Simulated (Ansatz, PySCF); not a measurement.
Reaction (SMILES): C[SiH](C)[SiH3] -> C[SiH](C)[SiH2] + H atom (the H-Si bond at the site shown breaks; other sites are not compared here)
Each molecule is optimised on its own at B3LYP-D3(BJ)/def2-TZVP (Ansatz, a program for electronic structure), one conformer each, not searched for the lowest. Frequencies are from Ansatz or PySCF.

Quantity: bond dissociation energy (0 K, with B3LYP-D3(BJ) harmonic zero-point energies), in kcal/mol. Correlated levels leave the core frozen unless marked. Open shells are spin-unrestricted. No spin-orbit coupling. Non-relativistic. CBS(X,Y): correlation extrapolated as X^-3; Hartree-Fock from the larger set.

```tsv
level	program	bond dissociation energy (kcal/mol)	minus last row
SVWN5/def2-TZVPD	Ansatz	91.0	3.7
PBE-D4/def2-TZVPD	Ansatz + dftd4	81.7	-5.6
PBE0-D3(BJ)/def2-TZVP	Ansatz + dftd3	82.5	-4.8
PBE0/def2-TZVP	Ansatz	82.4	-4.9
LC-wPBE-D3(BJ)/def2-TZVPD	Ansatz + dftd3	83.2	-4.1
LC-wPBE/def2-TZVPD	Ansatz	83.1	-4.2
MP2/6-31G*	Ansatz	75.1	-12.2
MP2/CBS(cc-pV(T+d)Z,cc-pV(Q+d)Z)	Ansatz	85.5	-1.8
RI-MP2/cc-pV(T+d)Z	Ansatz	83.5	-3.8
RI-MP2/CBS(aug-cc-pV(T+d)Z,aug-cc-pV(Q+d)Z)	Ansatz	85.5	-1.8
SCS-MP2/aug-cc-pV(D+d)Z	Ansatz	83.3	-4.0
CCSD/6-31G	Ansatz	70.4	-16.9
CCSD/6-31G*	Ansatz	76.9	-10.4
CCSD(T)/cc-pV(D+d)Z	Ansatz	83.0	-4.3
CCSD(T)/CBS(cc-pV(T+d)Z,cc-pV(Q+d)Z)	Ansatz	87.3	0.0
```
